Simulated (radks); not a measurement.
Problem. The mean radii <r> (bohr) of the occupied orbitals of an atom or ion are listed with their occupations. Method: scalar-relativistic Kohn-Sham, B86b exchange with PBE correlation, spin-polarised, spherical densities, finite nucleus; Fermi nuclear charge, rms radius of each element as measured or else 0.836 A^(1/3) + 0.57 fm; computed with a radial shooting solver on a logarithmic mesh with Libxc functionals.

| orbital | occ. | <r> |
|---|---|---|
| 1s up | 1 | 0.1113 |
| 1s down | 1 | 0.1113 |
| 2s up | 1 | 0.5677 |
| 2s down | 1 | 0.5677 |
| 2p up | 3 | 0.5372 |
| 2p down | 3 | 0.5371 |
| 3s up | 1 | 2.056 |
| 3s down | 1 | 2.053 |
| 3p up | 1 | 2.440 |

Name the element and its charge. Open shells, if any, are filled with parallel spins first.

Solution. Z = 14, silicon, charge +1: Si+ in [Ne] 3s2 3p1. The 1s radius gives Z: for a bare nucleus <r> = (2 gamma + 1)/(2Z) with gamma = sqrt(1 - (Z/c)^2), 0.1068 bohr for Z = 14, and screening makes it slightly larger (0.1113 here). The occupations add up to 13, and the charge is Z minus that.
